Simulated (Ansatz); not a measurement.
This singlet lies within 0.05 eV of the relaxed triplet at the level frozen-core CCSD(T)/aug-cc-pVTZ // PBE-D3(BJ)/def2-SVPD (Ansatz, a first-principles code).

Method: Ansatz with frozen-core CCSD(T)/aug-cc-pVTZ // PBE-D3(BJ)/def2-SVPD. The restricted HF reference is unstable towards unrestricted orbitals.

Ansatz 0.2 input:
```yaml
crystal:
  periodic: [false, false, false]
  atoms:
    - { symbol: B, position_ang: [-0.001547, 0.550399, -0.000001] }
    - { symbol: H, position_ang: [0.959935, -0.272505, -0.000003] }
    - { symbol: H, position_ang: [-0.958389, -0.277896, 0.000004] }
basis:
  gaussian: { orbitals: aug-cc-pVTZ }
correlation:
  method: ccsd_t
total_charge: -1
```

Output:

```
Functional definition: HF
520 factors; integrals over basis functions are off by at most 1.0e-3 eV
mean field evaluation 1: about -698.7646 eV, gradient 1.2e1 eV
mean field evaluation 2: about -698.7642 eV, gradient 1.2e1 eV
mean field evaluation 4: about -699.8126 eV, gradient 1.6e0 eV
mean field evaluation 8: about -699.8600 eV, gradient 2.0e-1 eV
mean field evaluation 16: about -699.8617 eV, gradient 1.2e-6 eV
mean field evaluation 32: about -696.4743 eV, gradient 2.3e-5 eV
mean field evaluation 64: about -691.1200 eV, gradient 4.5e-1 eV
mean field evaluation 96: about -693.2375 eV, gradient 1.4e-2 eV
mean field evaluation 128: about -682.4780 eV, gradient 5.7e0 eV
mean field evaluation 160: about -689.3100 eV, gradient 2.1e1 eV
mean field -699.86174266 eV, -25.7194446595 hartree, gradient 1.2e-6 eV, S^2 0.000000; 4 other end points of the search recorded, 0 dependent functions left out; unrestricted orbitals would lower it
determinant -699.86174266 eV, -25.7194446595 hartree, with singles and doubles -703.95988535 eV, -25.8700486254 hartree
determinant -696.47427196 eV, -25.5949574072 hartree, with singles and doubles -700.67294180 eV, -25.7492556780 hartree
1 core orbitals not correlated
reference -699.86174266 eV, -25.7194446595 hartree; 3, 3 occupied and 88, 88 virtual orbitals, 520 factors
second order -3.35546392 eV of doubles, -0.00000000 eV of singles
cycle   1  -3.95901805 eV  change   -2.4e-1 eV  update   2.5e-2
cycle   2  -3.96790616 eV  change   -8.9e-3 eV  update   7.3e-3
cycle   3  -3.96980741 eV  change   -1.9e-3 eV  update   2.9e-3
cycle   4  -3.97047320 eV  change   -6.7e-4 eV  update   1.3e-3
cycle   5  -3.97084970 eV  change   -3.8e-4 eV  update   5.2e-4
cycle   6  -3.97100536 eV  change   -1.6e-4 eV  update   2.5e-4
cycle   7  -3.97105254 eV  change   -4.7e-5 eV  update   1.4e-4
cycle   8  -3.97109993 eV  change   -4.7e-5 eV  update   6.5e-5
cycle   9  -3.97110826 eV  change   -8.3e-6 eV  update   3.2e-5
cycle  10  -3.97110099 eV  change    7.3e-6 eV  update   1.2e-5
cycle  11  -3.97110063 eV  change    3.6e-7 eV  update   5.9e-6
perturbative correction -0.14397733 eV, -0.0052910693 hartree
Total energy: -703.97682062 eV, -25.8706709851 hartree
```

Cost: about 3 core-seconds (a rough figure).
